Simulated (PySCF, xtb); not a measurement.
tert-butylthiol (C4H10S), SMILES CC(C)(C)S. One conformer was computed; it need not be the lowest.

Harmonic wavenumbers (cm⁻¹) from GFN2-xTB run with xtb at its own minimum, in rising order: 163, 204, 237, 240, 269, 283, 357, 392, 393, 601, 818, 853, 960, 965, 969, 1034, 1039, 1177, 1240, 1249, 1405, 1405, 1425, 1478, 1488, 1489, 1494, 1495, 1506, 2436, 3014, 3017, 3022, 3025, 3027, 3033, 3039, 3040, 3041.

Task: What does PySCF with PBE0-D3(BJ)/def2-SVP give at its own minimum? (Estimate from the structure and the level; the computed values follow.)

Result: 210, 259, 285, 286, 300, 304, 369, 397, 403, 606, 846, 881, 941, 950, 955, 1040, 1049, 1193, 1253, 1265, 1381, 1381, 1404, 1442, 1450, 1455, 1469, 1471, 1485, 2707, 3042, 3046, 3053, 3134, 3138, 3149, 3157, 3162, 3163. Paired by order, the mean absolute difference is 45 cm⁻¹ and the zero-point energies are 80.5 and 82.2 kcal/mol.
